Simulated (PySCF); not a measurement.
# Partial charges of (CH3CH2)2CFCH3

Compound: (CH3CH2)2CFCH3, C6H13F.
Atom-mapped SMILES: `[CH3:1][CH2:2][C:3]([CH3:4])([F:5])[CH2:6][CH3:7]` (hydrogens: H8, H9, H10 on C1; H11, H12 on C2; H13, H14, H15 on C4; H16, H17 on C6; H18, H19, H20 on C7)

Cartesian coordinates in Å at the GFN2-xTB level; atoms count from 1:
```xyz
20
C6H13F angstrom
C      1.8968    1.0090    0.4710
C      1.2152   -0.3392    0.2621
C      0.1181   -0.3201   -0.8091
C     -0.4544   -1.7195   -1.0173
F      0.7351    0.0375   -2.0176
C     -0.9757    0.7286   -0.5776
C     -1.7404    0.5641    0.7287
H      2.2515    1.3998   -0.4797
H      1.2179    1.7328    0.9143
H      2.7498    0.8923    1.1355
H      0.7834   -0.6936    1.1987
H      1.9659   -1.0666   -0.0555
H     -0.8837   -2.0965   -0.0945
H      0.3372   -2.3939   -1.3359
H     -1.2212   -1.6995   -1.7879
H     -0.5121    1.7158   -0.6122
H     -1.6713    0.6696   -1.4179
H     -2.2311   -0.4043    0.7772
H     -2.5054    1.3332    0.8028
H     -1.0805    0.6611    1.5865
```

Density: PBE0/pcSseg-1 (PySCF); schemes: Mulliken, IAO, Hirshfeld and ESP-fitted. Isolated species at its GFN2-xTB geometry (one conformer only).

Task: Give the atomic charges in each scheme.

Result: In e:

```
atom         environment  Mulliken     IAO  Hirshfeld  ESP-fitted
  C1       methyl carbon    -0.264  -0.420     -0.121      -0.315
  C2    chain CH2 carbon    -0.219  -0.266     -0.076      +0.106
  C3      sp3 C–F carbon    -0.037  +0.323     +0.112      +0.449
  C4       methyl carbon    -0.180  -0.433     -0.129      -0.648
  F5      alkyl fluorine    -0.344  -0.349     -0.115      -0.328
  C6    chain CH2 carbon    -0.206  -0.266     -0.078      +0.119
  C7       methyl carbon    -0.287  -0.420     -0.115      -0.303
  H8     methyl hydrogen    +0.125  +0.150     +0.037      +0.082
  H9     methyl hydrogen    +0.112  +0.132     +0.037      +0.077
 H10     methyl hydrogen    +0.116  +0.143     +0.042      +0.076
 H11  methylene hydrogen    +0.115  +0.133     +0.039      -0.018
 H12  methylene hydrogen    +0.123  +0.140     +0.039      +0.011
 H13     methyl hydrogen    +0.109  +0.141     +0.044      +0.146
 H14     methyl hydrogen    +0.122  +0.150     +0.043      +0.165
 H15     methyl hydrogen    +0.118  +0.145     +0.042      +0.180
 H16  methylene hydrogen    +0.125  +0.140     +0.038      -0.021
 H17  methylene hydrogen    +0.121  +0.139     +0.038      -0.006
 H18     methyl hydrogen    +0.114  +0.136     +0.039      +0.072
 H19     methyl hydrogen    +0.120  +0.148     +0.045      +0.081
 H20     methyl hydrogen    +0.116  +0.135     +0.039      +0.075
```

Mean size of the charges over all atoms: IAO 0.215 e, ESP-fitted 0.164 e, Mulliken 0.154 e, Hirshfeld 0.063 e. Each set sums to the total charge, 0, to within 0.001 e. The Hirshfeld scheme weights the molecular density at each point by an atom's share of the summed free-atom densities. The Mulliken scheme counts on each atom the diagonal of the density matrix times the overlap matrix over that atom's basis functions.

Lowest charge. The schemes don't all agree: Mulliken F5 (-0.344); IAO C4 (-0.433); Hirshfeld C4 (-0.129); ESP-fitted C4 (-0.648).

Highest charge. The schemes don't all agree: Mulliken H8 and H16 (+0.125); IAO C3 (+0.323); Hirshfeld C3 (+0.112); ESP-fitted C3 (+0.449).

Task: How closely do the schemes follow one another over all atoms?

Result: Correlation coefficient and root-mean-square difference: IAO with Hirshfeld 1.00, 0.170 e; Mulliken with IAO 0.91, 0.112 e; Mulliken with Hirshfeld 0.89, 0.110 e; Hirshfeld with ESP-fitted 0.80, 0.178 e; IAO with ESP-fitted 0.78, 0.156 e; Mulliken with ESP-fitted 0.57, 0.194 e.

Task: How many electrons does the Mulliken scheme count on C3?

Result: Z − q = 6 − (-0.037) = 6.037.

These values come from a run that also computed NMR shieldings. On one thread of an x86-64 server, no GPU, shared host, this took 21 s of wall time.
